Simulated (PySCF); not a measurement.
Point-charge models of `FS(F)(F)(F)(C=C)F` against its computed dipole.

Coordinates (PBE0-D3(BJ)/def2-SVP, Å) and charges (e) from the PBE0/pcSseg-1 density (PySCF):

```csv
atom,x,y,z,Mulliken,IAO,Hirshfeld,ESP-fitted
C1,1.698,0.504,0.111,-0.0957,-0.2536,-0.0640,-0.3122
C2,0.778,-0.370,-0.265,-0.3753,-0.3245,-0.0843,-0.1940
S3,-0.974,-0.123,0.012,+1.6709,+2.3240,+0.5980,+0.6711
F4,-2.553,0.045,0.231,-0.3154,-0.4310,-0.1319,-0.1337
F5,-0.763,0.347,1.535,-0.3426,-0.4645,-0.1272,-0.1543
F6,-0.927,1.415,-0.456,-0.3428,-0.4645,-0.1265,-0.1536
F7,-1.285,-0.579,-1.502,-0.3452,-0.4643,-0.1300,-0.1652
F8,-1.124,-1.651,0.499,-0.3451,-0.4643,-0.1299,-0.1653
H9,1.442,1.436,0.619,+0.1613,+0.1789,+0.0604,+0.2062
H10,2.753,0.299,-0.086,+0.1558,+0.1775,+0.0737,+0.1985
H11,0.972,-1.315,-0.775,+0.1740,+0.1863,+0.0617,+0.2025
```

Problem. What dipole does each set of charges give (1 e·Å = 4.803 D), and what does the density give?

Solution. The full density gives (3.36, 0.05, -0.26) D, 3.37 D in size; dipole vectors point from the negative to the positive end.

```json
{"scheme": "Mulliken", "μx": "4.64", "μy": "0.41", "μz": "-0.18", "size (D)": "4.66", "share of the full size (%)": "138", "angle to the full dipole (°)": "5"}
{"scheme": "IAO", "μx": "4.74", "μy": "-0.15", "μz": "-0.48", "size (D)": "4.76", "share of the full size (%)": "141", "angle to the full dipole (°)": "3"}
{"scheme": "Hirshfeld", "μx": "2.20", "μy": "0.07", "μz": "-0.16", "size (D)": "2.20", "share of the full size (%)": "65", "angle to the full dipole (°)": "1"}
{"scheme": "ESP-fitted", "μx": "3.39", "μy": "0.06", "μz": "-0.26", "size (D)": "3.40", "share of the full size (%)": "101", "angle to the full dipole (°)": "0"}
```

Problem. Which set comes closest?

Solution. Length of the difference vector: ESP-fitted 0.03 D, Hirshfeld 1.17 D, Mulliken 1.33 D, IAO 1.40 D. Closest: ESP-fitted. The schemes that divide the density aren't constrained to reproduce the dipole.

Problem. What is left for the Hirshfeld atoms' own dipoles?

Solution. The Hirshfeld atoms' densities add up to the full density, so μ = Σ q r + Σ (atomic dipoles). The atomic dipoles sum to (3.36, 0.05, -0.26) − (2.20, 0.07, -0.16) = (1.16, -0.02, -0.10) D, 1.17 D in size.

Problem. With the origin at the mean of the coordinates, (0.002, 0.001, -0.007) Å, which are the largest single terms, by size, of the ESP-fitted dipole along the direction of the full one?

Solution. S3 -3.14, H10 +2.63, C1 -2.53, F4 +1.65, H9 +1.39 D; all 11 atoms together +3.40 D. The single terms depend on the origin, their sum doesn't.

Problem. Give the size of the full dipole in other units.

Solution. 3.37 D = 1.328 au = 0.703 e·Å = 11.26 × 10⁻³⁰ C·m.

Geometry: PBE0-D3(BJ)/def2-SVP; no solvent, vibrations or thermal averaging.
